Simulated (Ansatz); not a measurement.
Isomers of Sn$_{4}$Ge⁻ (doublet), relaxed with r2SCAN-D4/def2-SVPD; total energies from Ansatz at r2SCAN0-D4/def2-TZVPD.

```tsv
isomer	description	energy (Eh)
A	point group not assigned; 6 × Sn–Sn 2.85 to 3.13 Å; 3 × Ge–Sn 2.69 to 2.84 Å	-2934.63553
B	point group C2v; 5 × Sn–Sn 3.00 to 3.19 Å; 4 × Ge–Sn 2.63 to 2.87 Å	-2934.64523
C	point group C2; 4 × Ge–Sn 2.59 to 2.91 Å; 3 × Sn–Sn 2.87 to 2.89 Å	-2934.61180
```

In the def2 sets Sn takes a core potential; there is no spin–orbit coupling.

The isomers come from a short search, and lower ones may exist.

Question: Work out the relative energies (1 Eh = 2625.5 kJ/mol) and the Boltzmann populations at 800 K from electronic energies alone (R = 8.314 J/mol/K).

Answer: ΔE: A 25.5, B 0.0, C 87.8 kJ/mol. RT = 6.65 kJ/mol. Factors exp(−ΔE/RT): A 0.0216, B 1, C 1.85e-06; sum 1.022. Populations: A 2.1 %, B 97.9 %, C 0.0 %. Zero-point energy, vibrational entropy and symmetry numbers are left out and can shift these; an error of 4 kJ/mol changes a ratio by a factor of 1.8. Over the other density-functional and correlated levels in def2 sets, the gap between B and A ranges from 23 to 29 kJ/mol.
